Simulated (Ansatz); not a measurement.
A displaced shape of singlet ZrF₄:

```xyz
5

Zr    0.0463    0.0178   -0.0062
F     1.0746    1.0612    1.1263
F     1.0640   -1.0626   -1.1185
F    -1.0655    1.0725   -1.0595
F    -1.1167   -1.0521    1.1092
```

It was optimised with PBE0/def2-SVP (with the core potentials of the set past Kr) in Ansatz (development build ahead of 0.2.0) to forces under 0.001 eV/Å, with restricted orbitals. Each step stands on the lowest determinant of that kind that the program's search found.

(1) What shape does it relax to, and how does the optimisation go?

Results:

(1)

```yaml
atoms:
  - { symbol: Zr, position_ang: [0.0006, 0.0073, 0.0103] }
  - { symbol: F, position_ang: [1.1056, 1.0811, 1.1140] }
  - { symbol: F, position_ang: [1.0839, -1.0879, -1.0938] }
  - { symbol: F, position_ang: [-1.0830, 1.1219, -1.0740] }
  - { symbol: F, position_ang: [-1.1043, -1.0857, 1.0949] }
```

Bond lengths: Zr1–F2 1.895 Å, Zr1–F3 1.895 Å, Zr1–F4 1.895 Å, Zr1–F5 1.895 Å. Angles: F2–Zr1–F3 109.5°, F2–Zr1–F4 109.5°, F2–Zr1–F5 109.5°, F3–Zr1–F4 109.5°, F3–Zr1–F5 109.5°, F4–Zr1–F5 109.5°.

| step | E − E(start) (eV) | largest force (eV/Å) |
| --- | --- | --- |
| 1 | 0.0000 | 1.7898 |
| 2 | -0.1106 | 0.1292 |
| 3 | -0.1120 | 0.0174 |
| 4 | -0.1121 | 0.0033 |
| 5 | -0.1121 | 0.0004 |

The optimisation ended after 5 steps with its threshold met.
